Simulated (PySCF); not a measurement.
Ionisation energy of S⁺ by level of theory

S⁺ [Ne] 3s2 3p3 (4S) → S²⁺ [Ne] 3s2 3p2 (3P), as a difference of total energies. All numbers are calculated (PySCF 2.14, the non-relativistic Hamiltonian (point nucleus), in aug-cc-pwCVQZ). Correlated levels: valence: [Ne] frozen; valence and next inner shell: 1s2 frozen; nothing frozen. The calculations carry no spin-orbit coupling.

```tsv
method	ionisation energy (eV)
UHF	22.722
LDA	23.405
PBE	23.314
PBE0	23.382
r2SCAN	23.511
PW91	23.369
PBEsol	23.300
BHandHLYP	23.139
MP2 (valence)	23.390
SCS-MP2 (valence)	23.198
MP2 (valence and next inner shell)	23.433
SCS-MP2 (valence and next inner shell)	23.238
MP2 (all electrons)	23.436
SCS-MP2 (all electrons)	23.239
```

**Question.** How much does correlation contribute at MP2 (all electrons)?

**Answer.** 23.436 − (22.722) = 0.714 eV, measured against UHF.

A first-order spin-orbit estimate (lowest level to lowest level, LS coupling) adds -0.061 eV.

For comparison: 23.338 eV (measured; NIST Atomic Spectra Database, ionization energies).
